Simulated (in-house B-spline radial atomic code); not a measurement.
# RPA and G0W0 on SCAN: Pr⁵⁺

Configuration [Kr] 4d10 5s2 5p6, mean-field start SCAN. Computed with an all-electron radial atomic-structure program (B-spline basis): all electrons, scalar-relativistic (spin-free one-electron X2C), finite nucleus, each spin shell either full or empty, empty states to l = 9 with an (l + 1/2)⁻⁴ tail; G0W0 by contour deformation at full frequency.

Spin-orbit coupling, left out, splits p levels strongly here.

Command:
```bash
python run_gw.py task.json out
```
Settings (radii: box in bohr, nucleus in fm):
```
Z                        59
electrons                54
configuration            [Kr] 4d10 5s2 5p6
hamiltonian              x2c
method                   scan,scan
lmax                     9
rms_radius               4.8919
spin_polarised           False
box_radius               10.43
intervals                67
```

Cost of the run: 2.6 s on 1 thread of Arm Neoverse V2, with other jobs on the host.

Energies (hartree):

```
                                     term        value
                         mean-field total  -9232.15589
Hartree-Fock functional on these orbitals  -9228.39996
                      direct second order      -5.0327
                    second-order exchange       1.3561
                         SOSEX correction       1.2657
```

**Question.** What is the RPA correlation energy, and what remains with SOSEX?

**Answer.** RPA gives -4.4187 hartree (-2.23 eV per electron); RPA + SOSEX gives -3.1531, and the second-order doubles -3.6765 hartree (no singles). SOSEX takes back 29 % of the RPA value.

Quasi-particle levels (eV):

```
level  occupied  mean field  Σx - vxc    Σc  QP weight     G0W0
   5p       yes      -77.39     -5.79     ?          ?        ?
   4d       yes     -185.12    -14.70  2.73      0.885  -197.09
```

G0W0 = mean field + (Σx - vxc) + Σc, with Σc (partial-wave tail included) taken at the quasi-particle energy. Only the outer levels were computed. Levels of low weight are left out.

**Question.** Where does G0W0 put 5p?

**Answer.** At -83.68 eV, with Σc = -0.50 eV and a quasi-particle weight of 0.821.
